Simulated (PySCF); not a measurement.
**Two-component Hartree-Fock for Sm⁴⁵⁺ (samarium, charge +45)**

Start: [Ne] 3s2 3p5; 3p1/2 filled at m_j = +1/2; 3p3/2 filled at m_j = -3/2, -1/2, +1/2, +3/2. Calculated with PySCF 2.14 in an even-tempered Gaussian basis (18 s from 11 bohr⁻², ratio 2.4; 14 p from 14 bohr⁻², ratio 2.4; 4 d from 52 bohr⁻², ratio 2.6; 4 f from 78 bohr⁻², ratio 2.6): generalised Hartree-Fock with the X2C-1e Hamiltonian and a Gaussian nucleus; one run each with spin-orbit coupling (SO) screened by Boettger's factors, then bare. This is a chosen level, not necessarily the ground level.

```tsv
spinor shell	electrons	ε, screened SO (eV)	ε, bare SO (eV)	weight of nominal j (bare SO)	rms radius, bare SO (bohr)
1s1/2	2	-49937.4	-49937.1	1.000	0.0259
2s1/2	2	-10574.7	-10574.6	1.000	0.104
2p1/2	2	-10173.3	-10189.7	1.000	0.0885
3s1/2	2	-4081.7	-4081.8	1.000	0.251
3p1/2	1	-3932.8	-3936.9	1.000	0.239
3p3/2	4	-3772.3	-3770.8	1.000	0.250
```

Q: Where does 2p3/2 lie, and what is the 2p spin-orbit splitting (bare SO)?

A: At -9554.0 eV, 635.69 eV above 2p1/2.

| quantity | screened SO | bare SO |
| --- | --- | --- |
| E (hartree) | -8580.19135 | -8580.46358 |
| M_J | 1/2 | 1/2 |
| ⟨J²⟩ | 0.751 | 0.751 |
| ⟨L²⟩ | 2.019 | 2.020 |
| ⟨S²⟩ | 0.768 | 0.769 |

Each row is a mean over spinors that exchange with the open shell spreads, by up to 15.790 eV (2p1/2).

Breit and QED terms are absent; they matter most for the inner s and p1/2 levels.

Densities and radii are taken from the X2C orbitals without a picture-change correction, which distorts them close to the nucleus.
